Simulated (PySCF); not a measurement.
Ionisation energy along the 25-electron series

Calculated with PySCF 2.14 and a two-component X2C-1e Hamiltonian (Gaussian nucleus, no Breit or QED terms), each ion in its own even-tempered basis scaled to its charge; GMP2 freezes [Ne] and drops the highest virtual spinors. Values in eV. NIST values: (m) measured, (s) semi-empirical, (t) theoretical.

| ion | configuration | GHF (spin-free) | GMP2 (spin-free) | GHF (screened spin-orbit) | GMP2 (screened spin-orbit) | NIST |
| --- | --- | --- | --- | --- | --- | --- |
| Ce³³⁺ | [Ar] 3d7 | 2187.0 | 2188.0 | 2185.9 | 2186.5 | 2185 ± 5 (t) |
| Pr³⁴⁺ | [Ar] 3d7 | 2305.9 | 2306.9 | 2304.4 | 2304.9 | 2304 ± 5 (t) |
| Nd³⁵⁺ | [Ar] 3d7 | 2427.9 | 2428.8 | 2425.8 | 2426.3 | 2425 ± 5 (t) |

Between Z = 58 and Z = 60 the GMP2 (screened spin-orbit) value grows as Z to the power 3.07.
